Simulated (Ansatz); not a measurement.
`[F][Sn]([F])([F])[GeH3]` + `[F][Ge]([F])([F])[SeH]` → `[F][Sn]([F])([F])[SeH]` + `[F][Ge]([F])([F])[GeH3]` at 298.15 K and 1 bar (redistribution).

Calculated with Ansatz (gas phase, PBE0-D4/def2-TZVP geometries, no zero-point term in ΔE). CCSD(T)/CBS is the MP2 limit (def2-TZVPP, def2-QZVPP) plus CCSD(T) − MP2 in def2-TZVPP, frozen cores. Elements past krypton have def2 core potentials. For Ge, Se, Sn outer-core shells are correlated without core-valence functions, which leaves a few kJ/mol of doubt a bond. Scalar relativity is left out up to krypton. Each species was taken in one conformer, which may not be the lowest.

| species | CCSD(T)/CBS energy (Eh) | H − E (kJ/mol) | S (J/(mol·K)) |
| --- | --- | --- | --- |
| `[F][Sn]([F])([F])[GeH3]` | -2591.43115 | 102.5 | 397.3 |
| `[F][Ge]([F])([F])[SeH]` | -4776.93734 | 62.0 | 367.6 |
| `[F][Sn]([F])([F])[SeH]` | -2914.83827 | 59.8 | 394.5 |
| `[F][Ge]([F])([F])[GeH3]` | -4453.52870 | 104.5 | 374.6 |

H − E and S are ideal-gas, rigid-rotor, harmonic terms from PBE0-D4/def2-TZVP, for one conformer and one mirror image of each species. 1 Eh = 2625.50 kJ/mol, R = 8.31446 J/(mol·K).

Q: By hand: ΔE, ΔH, ΔS and ΔG.

A: ΔE = (-2914.83827) + (-4453.52870) − (-2591.43115) − (-4776.93734) = 0.00152 Eh = 4.0 kJ/mol. Δ(H − E) = 59.8 + 104.5 − 102.5 − 62.0 = -0.2, so ΔH = 3.8 kJ/mol. ΔS = 394.5 + 374.6 − 397.3 − 367.6 = 4.2 J/(mol·K). ΔG = 3.8 − 298.15 × (4.2)/1000 = 2.5 kJ/mol.

Q: By hand: the equilibrium constant, and the temperature at which ΔG would vanish if ΔH and ΔS stayed fixed.

A: log₁₀ K = −ΔG/(RT ln 10) = -0.4. ΔG = 0 at ΔH/ΔS = 905 K, though so small a ΔH makes that figure unsure.

The number of gas molecules stays the same, so ΔS is small and ΔH decides. The sign of ΔG lies within the doubt. A doubt of 5 kJ/mol in ΔE shifts log₁₀ K by 0.9 here. Other conformers and mirror images would add mixing entropy, several J/(mol·K) or more a flexible species. Modes under 60 cm⁻¹, often nearly free rotors, make the harmonic entropy too high. These are equilibria of isolated gas molecules and say nothing of rates. Largest T1 diagnostic: 0.014 (customary marks: 0.02 for closed shells, 0.045 for open ones).
